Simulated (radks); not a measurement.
Initial-state core-level shifts of the praseodymium ion Pr3+ when its valence configuration changes from [Xe] 4f2. Calculated with a radial shooting solver on a logarithmic mesh with Libxc functionals: scalar-relativistic Kohn-Sham, BLYP, spin-polarised, spherical densities, finite nucleus; open shells are filled with parallel spins first (spin-orbit coupling, left out, can overturn this in heavy ions); Fermi nuclear charge, rms radius 4.8919 fm. Shifts are changes of the shell-averaged eigenvalues in eV (positive: less bound); the change of the density at the nucleus, which sets a Mossbauer isomer shift, is in e/bohr^3, on a base of 4.338e+05.

valence,3s,3p,4s,5s,density at nucleus
6p2,-29.675,-29.609,-27.140,-15.125,+68.75
5d2,-20.825,-20.760,-18.561,-7.552,+55.24
4f1 6s1,-13.060,-13.031,-12.033,-6.553,+73.41
4f1 5d1,-9.878,-9.848,-8.936,-3.778,+25.90
6s2,-27.797,-27.732,-25.279,-13.404,+161.58
4f1 5d0.5 6s0.5,-11.459,-11.429,-10.476,-5.166,+49.23
4f1.5 5d0.5,-4.793,-4.778,-4.367,-1.884,+12.48
4f1 6p1,-14.064,-14.035,-13.031,-7.493,+31.78
4f1.5 6p0.5,-6.815,-6.801,-6.355,-3.717,+15.18
